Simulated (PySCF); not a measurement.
# A small calculation by hand: chemical shift, span and skew from a shielding tensor

C₃H₄F₂O, SMILES CC(=O)C(F)F. Atoms are numbered in the order given.

```xyz
10

C      1.7207     0.1838    -0.1252
C      0.4357     0.2152     0.6578
O      0.3413     0.4890     1.8292
C     -0.8333    -0.1363    -0.1395
F     -0.9633     0.7302    -1.1783
F     -0.7053    -1.3875    -0.6541
H      2.5644     0.4399     0.5273
H      1.8601    -0.8178    -0.5622
H      1.6546     0.8923    -0.9663
H     -1.7297    -0.0872     0.5004
```

Geometry optimised at B3LYP-D3(BJ)/def2-SVP. The values are those of a single conformer.

GIAO shieldings from PySCF with KT2/pcSseg-1, non-relativistic, no solvent. The symmetric part of the tensor of C1 has the principal values 144.0, 149.9, 188.3 ppm. The same nucleus in TMS has σ = 185.1 ppm at this level (PySCF, at its B3LYP-D3(BJ)/def2-TZVP geometry).

Task: Work out the isotropic shielding, the ¹³C shift against TMS, the span and the skew.

Result: 
σ(iso) = (σ11 + σ22 + σ33)/3 = 160.7 ppm. δ = σ(ref) − σ(iso) = 185.1 − (160.7) = 24.4 ppm.
Span Ω = σ33 − σ11 = 44.3 ppm. Skew κ = 3(σ(iso) − σ22)/Ω = 0.73. Tumbling in solution averages the tensor to δ; in a static solid the shielding alone would spread this spin-1/2 line over Ω.
